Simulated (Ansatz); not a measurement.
`O=[CH][SnH2][OH]` + H₂ → `[OH][SnH3]` + `C=O` at 298.15 K and 1 bar (hydrogenolysis of the Sn–C bond).

Gas-phase electronic energies from Ansatz, PBE0-D4/def2-TZVP geometries. CCSD(T)/CBS adds triple-zeta CCSD(T) − MP2 to the extrapolated MP2 energy (def2 sets, frozen cores). This one scheme is used for every species. def2 core potentials past Kr. For Sn outer-core shells are correlated without core-valence functions, which leaves a few kJ/mol of doubt a bond. One conformer a species, not always the lowest.

| species | CCSD(T)/CBS energy (Eh) | H − E (kJ/mol) | S (J/(mol·K)) |
| --- | --- | --- | --- |
| `O=[CH][SnH2][OH]` | -404.79764 | 136.4 | 341.8 |
| H₂ | -1.17544 | 35.1 | 130.4 |
| `[OH][SnH3]` | -291.59405 | 101.0 | 287.4 |
| `C=O` | -114.39408 | 80.1 | 218.6 |

H − E and S are ideal-gas, rigid-rotor, harmonic terms from PBE0-D4/def2-TZVP, for one conformer and one mirror image of each species. The MP2-based limit puts H₂ 0.8 mEh under its directly extrapolated value; such offsets cancel only in part. 1 Eh = 2625.50 kJ/mol, R = 8.31446 J/(mol·K).

**Question.** By hand: ΔE, ΔH, ΔS and ΔG.

**Answer.** ΔE = (-291.59405) + (-114.39408) − (-404.79764) − (-1.17544) = -0.01505 Eh = -39.5 kJ/mol. Δ(H − E) = 101.0 + 80.1 − 136.4 − 35.1 = 9.6, so ΔH = -29.9 kJ/mol. ΔS = 287.4 + 218.6 − 341.8 − 130.4 = 33.8 J/(mol·K). ΔG = -29.9 − 298.15 × (33.8)/1000 = -40.0 kJ/mol.

**Question.** By hand: the equilibrium constant, and the temperature at which ΔG would vanish if ΔH and ΔS stayed fixed.

**Answer.** log₁₀ K = −ΔG/(RT ln 10) = 7.0. ΔH and −TΔS have one sign here, so there is no such temperature.

TΔS isn't small against ΔH here. A doubt of 5 kJ/mol in ΔE shifts log₁₀ K by 0.9 here. Other conformers and mirror images would add mixing entropy, several J/(mol·K) or more a flexible species. These are equilibria of isolated gas molecules and say nothing of rates. Largest T1 diagnostic: 0.016 (customary marks: 0.02 for closed shells, 0.045 for open ones).
